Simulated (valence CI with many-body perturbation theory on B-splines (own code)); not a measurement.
Questions on Ir28+

Method: configuration interaction combined with many-body perturbation theory (CI+MBPT): three valence electrons over a frozen Dirac-Fock core [Kr] 4d10, radial functions for each j: 8 s, 8 p, 9 d, 9 f, 6 g, 3 h, 2 i, with the one-electron correlation potential Σ1, the two-electron term Σ2, the three-electron term Σ3, Breit, model QED; selected CI, second order for the rest, scaled by the run's own slope (own B-spline code, finite nucleus).

No measured spectrum was set against this ion. As an estimate, large intervals hold to a few tenths of a per cent, small ones and those within an open d or f shell to about a per cent. Core correlation moves these levels by up to 50000 cm⁻¹, and in measured spectra 5 to 20 % of such shifts remained as error; rates that hang on mixing are uncertain with them.

Levels are named by their leading jj configuration (3d3/2^4 stands for four electrons in 3d with j = 3/2), which in mixed levels can hold well under half, so a name can repeat and another be missing.

Rates and lifetimes use the calculated energies. Strong lines usually hold to 10 to 20 %, long lifetimes can be off by a factor of two.

(1) What is the ground level?

(2) Where does the other parity begin?

(3) Name the longest-lived excited levels whose lifetime is computed, and their main decay.

(4) What is the ionisation energy?

(5) How well does LS coupling describe the low levels?

Results:

(1) (4f5/2^3) J=9/2, composition 79 % 4f3 4I° + 19 % 4f3 2H°, g = 0.768.

(2) At (4f5/2^2 5s) J=7/2, 1227100 cm⁻¹.

(3) (4f5/2^3) J=5/2 at 56855 cm⁻¹ lives 10.9 ms, mostly by M1 to (4f5/2^3) J=3/2; (4f5/2^2 4f7/2) J=7/2 at 66365 cm⁻¹ lives 7.00 ms, mostly by M1 to (4f5/2^3) J=9/2; (4f5/2 4f7/2^2) J=15/2 at 67979 cm⁻¹ lives 6.98 ms, mostly by M1 to (4f5/2 4f7/2^2) J=13/2. The lifetime of (4f5/2^3) J=3/2 is too uncertain to give, and may be longer.

(4) 958.22 eV; NIST lists 980 ± 50 eV (theoretical).

(5) Among the lowest 20 levels the leading LS term, summed over configurations, holds 60 % on average. For single configurations the figures are 60 % in LS and 74 % in jj coupling. Terms mix most in the J = 3/2 level at 94960 cm⁻¹, where the leading one holds 29 %.
